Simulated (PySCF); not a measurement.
All values below come from B3LYP-D3(BJ)/def2-TZVP (PySCF). All species are isolated molecules in the gas phase. B3LYP has the VWN-RPA correlation part, as in Gaussian. Delta-SCF ions had no search for a lower state. 

Reference species (SMILES): `[Br][Al]([Br])[Br]` (neutral, multiplicity 1).

- vertical ionisation energy (Delta-SCF): 10.40 eV
- HOMO–LUMO gap: 6.49 eV

Changed species: `[AlH3]` (3 of 3 Br replaced by H; the reference has 0 of 3 Br replaced by H).

Q: What does the change do to the vertical ionisation energy (Delta-SCF) and HOMO–LUMO gap?

A: the vertical ionisation energy (Delta-SCF) increases by 0.81 eV, to 11.21 eV; the HOMO–LUMO gap falls by 0.06 eV, to 6.43 eV.
